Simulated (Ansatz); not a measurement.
Geometry optimisation, RKS B3LYP-D4/def2-SVP (Ansatz).

Input:

```yaml
crystal:
  periodic: [false, false, false]
  atoms:
    - { symbol: Al, position_ang: [0.0, 0.0, 0.0] }
    - { symbol: O, position_ang: [0.0, 0.0, 2.13] }
    - { symbol: H, position_ang: [-0.9095, -0.2814, 2.4671] }
    - { symbol: O, position_ang: [1.5415, 0.0, -0.89] }
    - { symbol: H, position_ang: [1.8414, -0.9519, -1.0449] }
    - { symbol: O, position_ang: [-1.5415, 0.0, -0.89] }
    - { symbol: H, position_ang: [-2.0512, -0.8467, -0.6815] }
    - { symbol: Si, position_ang: [0.1174, 2.4836, 0.8261] }
    - { symbol: H, position_ang: [0.6937, 2.5244, 2.167] }
    - { symbol: H, position_ang: [0.9517, 3.2614, -0.0852] }
    - { symbol: H, position_ang: [-1.2275, 3.0508, 0.8577] }
    - { symbol: H, position_ang: [0.0594, 1.257, 1.9764] }
basis:
  gaussian: { orbitals: def2-SVP }
hamiltonian:
  xc: b3lyp
  dispersion: d4
relax:
  f_tol: 0.15
  max_steps: 25
  restrain:
    - { distance: [0, 7], at: 2.32, k: 30.0 }
    - { distance: [11, 1], at: 1.01, k: 30.0 }
    - { distance: [0, 1], at: 2.98, k: 30.0 }
    - { distance: [11, 7], at: 2.66, k: 30.0 }
output:
  orbitals: {}
```

Run as:

```bash
$ ansatz run input.yaml --threads 4 --pin off --max-ram 5120MiB --backend cpu --events-out ev --progress --plain --runs-dir out
```

Problem. Where does it end, and by what steps?

Solution. It converged. The restraints hold the end off the free minimum; the threshold counts their pulls, which the force column leaves out. Restrained pairs: Al1–Si8 (2.62 → 2.35 Å), O2–H12 (1.27 → 0.99 Å), Al1–O2 (2.13 → 2.97 Å), Si8–H12 (1.68 → 2.67 Å). After 10 steps the energy has fallen by 2.397 eV (the restraints' own energy left out); H12 moved furthest, 0.84 Å.

```json
{"step": "0", "energy less start (eV)": "0.0000", "largest force component (eV/Å)": "3.333", "accepted": "yes"}
{"step": "1", "energy less start (eV)": "-0.9062", "largest force component (eV/Å)": "3.249", "accepted": "yes"}
{"step": "2", "energy less start (eV)": "-1.4083", "largest force component (eV/Å)": "2.722", "accepted": "yes"}
{"step": "3", "energy less start (eV)": "-1.7403", "largest force component (eV/Å)": "2.910", "accepted": "yes"}
{"step": "4", "energy less start (eV)": "-2.0936", "largest force component (eV/Å)": "2.520", "accepted": "yes"}
{"step": "5", "energy less start (eV)": "-2.2089", "largest force component (eV/Å)": "1.983", "accepted": "yes"}
{"step": "6", "energy less start (eV)": "-2.3354", "largest force component (eV/Å)": "0.961", "accepted": "yes"}
{"step": "7", "energy less start (eV)": "-2.3749", "largest force component (eV/Å)": "0.831", "accepted": "yes"}
{"step": "8", "energy less start (eV)": "-2.3914", "largest force component (eV/Å)": "0.840", "accepted": "yes"}
{"step": "9", "energy less start (eV)": "-2.3889", "largest force component (eV/Å)": "1.034", "accepted": "yes"}
{"step": "10", "energy less start (eV)": "-2.3965", "largest force component (eV/Å)": "0.951", "accepted": "yes"}
```

```xyz
12
Properties=species:S:1:pos:R:3
Al 0.072 0.453 -0.401
O -0.295 -0.053 2.497
H -1.224 0.207 2.592
O 1.544 -0.292 -0.832
H 1.708 -1.171 -1.179
O -1.477 -0.153 -0.796
H -1.699 -0.994 -1.206
Si 0.158 2.546 0.657
H 1.127 2.583 1.809
H 0.540 3.700 -0.221
H -1.177 2.887 1.253
H 0.199 0.785 2.660
```

The run took 13 s on 4 threads of Intel(R) Xeon(R) 6975P-C (Granite Rapids), with other jobs on the host, peak memory 0.28 GiB.
